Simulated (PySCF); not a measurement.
Compound: trisilylarsane, AsH9Si3.
Bonds: Si1–As2, As2–Si3, As2–Si4. Hydrogens: H5, H6, H7 on Si1; H8, H9, H10 on Si3; H11, H12, H13 on Si4.

Method: PBE0-D3(BJ)/def2-SVP geometry optimisation, gas phase in PySCF; density fitting, grid level 1; the optimiser is geomeTRIC in internal coordinates, started from a GFN2-xTB structure with every atom displaced at random (about 0.01 Å).

Step 0: E = -84589.0205 eV
```
atom  x, y, z in Å  |  force x, y, z in eV/Å
Si1    -0.7345    1.7623   -0.4835   -0.604   0.781   0.138
As2     0.2400   -0.2202   -1.0894    0.480  -0.275  -1.160
Si3     1.9601   -0.1878    0.4428    0.736   0.374   0.588
Si4    -1.1444   -1.6434    0.0533   -1.079  -0.129   0.433
H5      0.0867    2.9112   -0.9102    0.400   0.142  -0.157
H6     -1.0183    1.9561    0.9493    0.031  -0.124   0.494
H7     -2.0377    1.9303   -1.1714   -0.193  -0.179  -0.204
H8      2.9788    0.8494    0.0818   -0.152   0.038  -0.149
H9      2.6770   -1.4729    0.4721    0.076  -0.477  -0.170
H10     1.5771    0.0801    1.8520   -0.263   0.093   0.175
H11    -0.6519   -3.0178    0.0467    0.445  -0.547  -0.093
H12    -2.4877   -1.6773   -0.5911   -0.026   0.100  -0.252
H13    -1.4394   -1.2868    1.4585    0.149   0.201   0.357
```

Question: Estimate the geometry and energy of step 1. (The exact step hangs on the optimiser's Hessian estimate; all steps are aligned on step 0, rigid shifts and turns removed.)

Answer: E = -84589.2089 eV, largest force 0.286 eV/Å
```
atom  x, y, z in Å  |  force x, y, z in eV/Å
Si1    -0.7551    1.7859   -0.4726    0.139  -0.196  -0.074
As2     0.2705   -0.2421   -1.1515   -0.060   0.002   0.034
Si3     1.9886   -0.1812    0.4769   -0.196  -0.019  -0.157
Si4    -1.1943   -1.6446    0.0787    0.226   0.066  -0.162
H5      0.1483    2.8938   -0.9066   -0.054   0.048   0.026
H6     -0.9732    1.8600    1.0043   -0.022   0.036   0.010
H7     -2.0638    1.8749   -1.1858   -0.018   0.063   0.027
H8      2.9322    0.8976    0.0606    0.065  -0.009   0.056
H9      2.6729   -1.5091    0.4520    0.038   0.034   0.051
H10     1.4669    0.1016    1.8483    0.045  -0.004   0.047
H11    -0.6157   -3.0246    0.0433   -0.073   0.027   0.038
H12    -2.5069   -1.6232   -0.6319   -0.045  -0.038   0.057
H13    -1.3648   -1.2059    1.4955   -0.044  -0.011   0.047
```

The energy changes by -0.1884 eV. The first-order estimate −F·Δx gives -0.4533 eV and the mean of the old and new forces, exact on a quadratic surface, -0.1909 eV. The step makes an angle of 50° with the force vector and moves no atom by more than 0.120 Å.

The cost below is that of the whole optimisation. Time: 45 s wall; peak memory 0.54 GiB. Hardware: Arm Neoverse V1, one thread, shared host with 32 logical CPUs at a one-minute load of 18.
